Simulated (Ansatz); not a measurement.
Species: dimethyl-bis(methylsulfanyl)silane, C4H12S2Si, net charge 0, singlet state. 
Coordinates optimised at B3LYP-D3(BJ)/def2-TZVP (Ansatz, an electronic-structure program):
SMILES: CS[Si](C)(C)SC
```xyz
19

C      2.1742     1.4097     0.0689
S      1.0335     0.8511    -1.2498
Si    -0.0405    -0.6995    -0.2228
C     -1.2850    -1.3218    -1.4712
C      1.0894    -2.0541     0.3958
S     -0.9797     0.0773     1.5455
C     -2.0109     1.4099     0.8293
H      2.6306     2.3349    -0.2764
H      1.6245     1.5969     0.9893
H      2.9537     0.6715     0.2454
H     -1.8833    -2.1240    -1.0353
H     -0.7784    -1.7094    -2.3576
H     -1.9598    -0.5263    -1.7895
H      0.5157    -2.8261     0.9129
H      1.8330    -1.6638     1.0919
H      1.6145    -2.5154    -0.4425
H     -1.4141     2.0347     0.1675
H     -2.3790     2.0083     1.6599
H     -2.8571     0.9953     0.2855
```
Charge 0, spin multiplicity 1.

Basis-set convergence of Hartree-Fock and CCSD correlation energies (hartree) with Ansatz. Correlated levels leave the core frozen unless marked. No spin-orbit coupling. No relativistic terms.

```json
[
 {"basis": "cc-pV(D+d)Z", "functions": "185", "E(HF)": "-1242.55734", "E(corr, CCSD)": "-1.04873"},
 {"basis": "cc-pV(T+d)Z", "functions": "405", "E(HF)": "[?]", "E(corr, CCSD)": "[?]"}
]
```

What belongs in the gaps?


- cc-pV(T+d)Z, E(HF): -1242.65151
- cc-pV(T+d)Z, E(corr, CCSD): -1.27663
